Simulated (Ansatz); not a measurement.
Basis-set extrapolation for C3H7FSi (`FC[SiH]1CC1`) (PBE0-D4/def2-TZVP geometry, frozen core, Ansatz). Multiplicity 1, RHF reference.

|  | def2-TZVPP | def2-QZVPP |
| --- | --- | --- |
| HF | -506.093844 | -506.112659 |
| MP2 correlation | -0.882135 | -0.947696 |
| CCSD(T) correlation | -0.961679 | not run |

Energies in hartree. Use E(X) = E(∞) + A·exp(−7.88·√X) for Hartree–Fock and E(X) = E(∞) + B·X^(−2.97) for correlation, with X = 3 and 4, and add CCSD(T) minus MP2 of the smaller set to the MP2 limit.

Task: What is the CCSD(T) energy at the basis-set limit?

Result: HF limit: -506.112659 + (-0.018815) × 0.13774 = -506.11525. MP2 limit: -0.947696 + (-0.065561) × 0.74074 = -0.99626. Higher-order term: -0.961679 − (-0.882135) = -0.07954. Total: -507.19105 hartree, 355.8 kJ/mol below CCSD(T)/def2-TZVPP.
